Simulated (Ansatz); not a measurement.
Cost and result for the atomization energy of C2H8OSi2, SMILES `C1O[SiH2]C[SiH2]1` (13 atoms, 13 bonds).

```xyz
13

C    -0.095    1.312    0.858
O    -1.236    1.038    0.045
Si   -1.400   -0.516   -0.508
C     0.362   -1.149   -0.624
Si    1.337    0.246    0.181
H    -0.310    1.078    1.909
H     0.112    2.383    0.803
H    -2.128   -0.451   -1.799
H    -2.183   -1.340    0.456
H     0.488   -2.091   -0.085
H     0.675   -1.304   -1.658
H     2.261   -0.211    1.254
H     2.118    1.005   -0.832
```

Charge 0, multiplicity 1. The geometry is a stationary point of PBE0-D4/def2-TZVP. Program: Ansatz. All runs use 4 threads of an Arm Neoverse V1 on a shared host. Times are those of one run each, without the atoms' runs, and a repeat can differ threefold. Electronic energies, without spin–orbit coupling; frozen cores. CCSD(T)/CBS adds CCSD(T) − MP2 in def2-TZVPP to the MP2 limit, and its time is that of the two runs behind it. T1 = 0.012. B3LYP takes the VWN-RPA correlation (the form of Gaussian; ORCA's B3LYP/G). HSE06 is the plane-wave form, built on full-range PBE exchange.

CCSD(T)/CBS is a level of theory with its own doubt, some kJ/mol a heavy atom from the limit and from the frozen cores, so smaller differences don't rank the functionals.

```tsv
level	functions	wall time
revPBE-D4/def2-TZVPP	289	2.9 s
PBE-D4/def2-TZVPP (with forces)	289	3.5 s
PBE0-D4/def2-TZVPP	289	4.4 s
HSE06-D4/def2-TZVPP	289	4.8 s
r2SCAN-D4/def2-TZVPP (with forces)	289	7 s
B3LYP-D4/def2-TZVPP (with forces)	289	7 s
CCSD(T)/def2-SVP	118	7 s
B2PLYP/def2-TZVPP	289	7.5 s
r2SCANh-D4/def2-TZVPP	289	8 s
ωB97X-V/def2-TZVPP	289	11 s
MP2/def2-QZVPP	551	34 s
CCSD(T)/def2-TZVPP	289	4.3 min
CCSD(T)/CBS(def2)	–	4.9 min
```

Question: What atomization energy does each give, and how far from CCSD(T)/CBS? (Estimate.)

Answer: Ansatz gave: 
```csv
level,atomization (kJ/mol),difference from CCSD(T)/CBS,per bond
revPBE-D4/def2-TZVPP,4691.7,-65.7,-5.1
PBE-D4/def2-TZVPP (with forces),4786.5,29.1,2.2
PBE0-D4/def2-TZVPP,4738.5,-18.9,-1.5
HSE06-D4/def2-TZVPP,4741.1,-16.3,-1.3
r2SCAN-D4/def2-TZVPP (with forces),4760.1,2.7,0.2
B3LYP-D4/def2-TZVPP (with forces),4741.6,-15.8,-1.2
CCSD(T)/def2-SVP,4460.8,-296.6,-22.8
B2PLYP/def2-TZVPP,4690.3,-67.1,-5.2
r2SCANh-D4/def2-TZVPP,4738.7,-18.7,-1.4
ωB97X-V/def2-TZVPP,4779.7,22.3,1.7
MP2/def2-QZVPP,4756.8,-0.6,0.0
CCSD(T)/def2-TZVPP,4635.1,-122.3,-9.4
CCSD(T)/CBS(def2),4757.4,0.0,0.0
```

From PBE to PBE0 (25 % exact exchange), in def2-TZVPP and without D4, the atomization energy moves by −43.1 kJ/mol: exact exchange takes away binding that semilocal exchange gives to molecules. In def2-TZVPP, CCSD(T) changes the Hartree–Fock value by +1095.6 kJ/mol (the triples alone add +59.4 kJ/mol) and MP2 by +1144.3 kJ/mol; breaking electron pairs costs correlation energy, which Hartree–Fock lacks. Leaving LDA and LC-ωPBE aside and taking each functional with its dispersion term where it has one, the values, not all of them listed here, spread over 138.7 kJ/mol, from BHLYP-D4 to PBE-D4. LDA lies +607.6 kJ/mol from PBE without D4, its usual overbinding.
